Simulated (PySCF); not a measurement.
**TaOF3 at several levels of theory**

Computed with PySCF 2.14.0 (density fitting, no spin-orbit coupling) at the geometry relaxed with r2SCAN:

```xyz
5
TaOF3 (singlet)
Ta   -0.0845    0.0000   -0.0344
O     1.3145    0.0000   -1.0321
F     0.0246    1.5541    1.0122
F    -1.5594    0.0000   -1.1968
F     0.0246   -1.5541    1.0122
```

| level | basis | state | HOMO (eV) | gap (eV) | charge on Ta1 (e) | dipole about the centre of mass (D) | largest force component (eV/Å) |
| --- | --- | --- | --- | --- | --- | --- | --- |
| r2SCAN | Ta def2-SVP with ECP60, O def2-SVP, F def2-SVP | singlet | -8.97 | 6.57 | 1.31 | 1.91 | 0.11 |
| r2SCAN | Ta def2-TZVP with ECP60, O def2-TZVP, F def2-TZVP | singlet | -8.98 | 6.58 | 1.69 | 1.99 | 0.30 |
| r2SCAN | Ta x2c-SVPall, O x2c-SVPall, F x2c-SVPall | singlet | -9.23 | 6.37 | 1.33 | 1.87 | 0.93 |

Charges are Mulliken's, which hang on the basis. The relaxation used the grid (50, 194), these runs (75, 302) or, all-electron (x2c bases, spin-free X2C Hamiltonian), (99, 590).

Problem. Order these levels, in the first row's basis, by the HOMO–LUMO gap they give here, smallest first.
A. B3LYP
B. BP86
C. wB97X
D. HF

Solution. B (6.06 eV), A (8.00 eV), C (13.30 eV), D (15.66 eV).

Problem. And their other results?

Solution. 
```
level    state  HOMO (eV)  gap (eV)  charge on Ta1 (e)  dipole about the centre of mass (D)  largest force component (eV/Å)
B3LYP  singlet      -9.93      8.00               1.29                                 1.93                            0.27
   HF  singlet     -14.34     15.66               1.95                                 2.44                            2.31
 BP86  singlet      -8.63      6.06               1.13                                 1.84                            0.55
wB97X  singlet     -12.69     13.30               1.35                                 2.05                            1.07
```

In the first row's basis the gap widens with exact exchange: 6.1 to 6.6 eV for BP86, r2SCAN (none); 8.0 eV for B3LYP (a fixed share); 13.3 to 15.7 eV for wB97X, Hartree–Fock (rising or full at long range).

No frequency check is given that shows the relaxed geometry to be a minimum.
